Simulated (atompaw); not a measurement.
**Logarithmic derivatives: Si (Z = 14), PAW (atompaw)**

* Element: silicon
* Generator: atompaw 4.2.0.5
* Type: PAW
* Functional: LDA (PW92)
* Relativity: scalar-relativistic
* Frozen core: [Ne]
* Valence charge: 4
* Reference configuration: 3s2 3p1 (charge +1)
* Partial waves: 3s (bound): rc 1.45 bohr; 3s channel at -0.4 Ry: rc 2.40 bohr; 3p (bound): rc 2.40 bohr; 3p channel at -0.55 Ry: rc 2.40 bohr; 3d channel at -0.05 Ry: rc 1.90 bohr
* Local potential: bessel scheme, radius 1.60 bohr
* Core correction: smooth core density matched at 1.35 bohr
* Augmentation charge: besselshape compensation charge, radius 2.00 bohr; PAW radius 2.40 bohr; waves and projectors: custom rrkj vanderbiltortho

The phase is arctan(r·u′/u) with u = r·R(r), unwrapped; energies in Ry, scanned from -3 to 5 Ry. A pole is an energy at which the radial function vanishes at the test radius. The pseudo phase is shifted by a multiple of π to meet the all-electron one at the reference energy, and phase errors are pseudo minus all-electron; the curves can meet again beyond the range given. Levels narrower than the energy grid can be missing from the lists of poles.

```
channel  radius (bohr)  reference energy (Ry)  poles, all-electron  poles, pseudo  unbroken range about the reference energy with phases within 0.05 rad  phase error 1 Ry above the reference energy (rad)
      s           2.40                  -1.40                -0.17          -0.17                                                              below 3.0                                             -0.000
      p           2.40                  -0.86                 0.72           0.71                                                              below 3.2                                             -0.000
      d           2.40                  -0.05                 1.67           1.70                                                              below 3.4                                             +0.003
```

Phases in the d channel:

| E (Ry) | all-electron | pseudo |
| --- | --- | --- |
| -3.00 | 1.309 | 1.309 |
| -2.76 | 1.296 | 1.296 |
| -2.52 | 1.281 | 1.281 |
| -2.28 | 1.263 | 1.263 |
| -2.04 | 1.241 | 1.241 |
| -1.80 | 1.214 | 1.215 |
| -1.56 | 1.181 | 1.181 |
| -1.32 | 1.137 | 1.137 |
| -1.08 | 1.077 | 1.078 |
| -0.84 | 0.991 | 0.991 |
| -0.60 | 0.856 | 0.856 |
| -0.36 | 0.624 | 0.624 |
| -0.12 | 0.208 | 0.208 |
| 0.12 | -0.388 | -0.388 |
| 0.36 | -0.875 | -0.874 |
| 0.60 | -1.155 | -1.154 |
| 0.84 | -1.317 | -1.315 |
| 1.08 | -1.420 | -1.417 |
| 1.32 | -1.493 | -1.489 |
| 1.56 | -1.548 | -1.544 |
| 1.80 | -1.594 | -1.588 |
| 2.04 | -1.635 | -1.627 |
| 2.28 | -1.674 | -1.664 |
| 2.52 | -1.713 | -1.699 |
| 2.76 | -1.755 | -1.736 |
| 3.00 | -1.804 | -1.777 |
| 3.24 | -1.864 | -1.824 |
| 3.48 | -1.944 | -1.883 |
| 3.72 | -2.063 | -1.961 |
| 3.96 | -2.255 | -2.071 |
| 4.20 | -2.599 | -2.243 |
| 4.44 | -3.162 | -2.529 |
| 4.68 | -3.726 | -2.989 |
| 4.92 | -4.069 | -3.525 |
